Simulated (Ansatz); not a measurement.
Geometry optimisation, RKS PBE-D4/def2-mTZVP (Ansatz).

Input file:

```yaml
crystal:
  periodic: [false, false, false]
  atoms:
    - { symbol: Al, position_ang: [-0.005937, -1.956592, 0.482437] }
    - { symbol: O, position_ang: [1.490486, 0.454653, -0.893625] }
    - { symbol: H, position_ang: [-0.251746, -2.792258, -0.843741] }
    - { symbol: H, position_ang: [1.133018, -2.156136, 1.570943] }
    - { symbol: H, position_ang: [-1.415586, 1.253396, 0.472393] }
    - { symbol: F, position_ang: [-1.294199, -0.869074, 0.930885] }
    - { symbol: H, position_ang: [0.849934, 1.151025, -0.651055] }
    - { symbol: O, position_ang: [-1.098702, 2.067683, 0.038859] }
    - { symbol: H, position_ang: [2.29325, 0.675976, -0.386211] }
    - { symbol: H, position_ang: [-1.700618, 2.171328, -0.720886] }
basis:
  gaussian: { orbitals: def2-mTZVP }
hamiltonian:
  xc: pbe
  dispersion: d4
relax:
  f_tol: 0.03
  max_steps: 50
```

Command:

```bash
$ ansatz run input.yaml --threads 2 --pin off --max-ram 3072MiB --backend cpu --events-out ev --progress --plain --runs-dir out
```

Where does it end, and by what steps?

The forces met the threshold. After 9 steps the energy has fallen by 1.063 eV; O2 moved furthest, 0.65 Å. Joined: Al1–O2.

| step | energy less start (eV) | largest force component (eV/Å) | accepted |
| --- | --- | --- | --- |
| 0 | 0.0000 | 1.041 | yes |
| 1 | -0.2057 | 0.768 | yes |
| 2 | -0.4979 | 0.934 | yes |
| 3 | -0.8511 | 1.022 | yes |
| 4 | -0.9429 | 1.430 | yes |
| 5 | -1.0390 | 0.374 | yes |
| 6 | -1.0567 | 0.118 | yes |
| 7 | -1.0594 | 0.135 | yes |
| 8 | -1.0620 | 0.096 | yes |
| 9 | -1.0628 | 0.021 | yes |

```xyz
10
Properties=species:S:1:pos:R:3
Al 0.217 -1.467 0.261
O 1.040 0.116 -0.579
H -0.188 -2.444 -0.935
H 1.332 -1.822 1.355
H -1.256 1.073 0.432
F -1.160 -0.618 0.900
H 0.389 0.912 -0.476
O -0.818 1.828 -0.048
H 1.866 0.377 -0.128
H -1.423 2.046 -0.782
```

Whether the end is a true minimum wasn't checked by a vibrational analysis.

Run time: 15 s on 2 threads of AMD EPYC 7B13 (Zen 3), with other jobs on the host, peak memory 0.16 GiB.
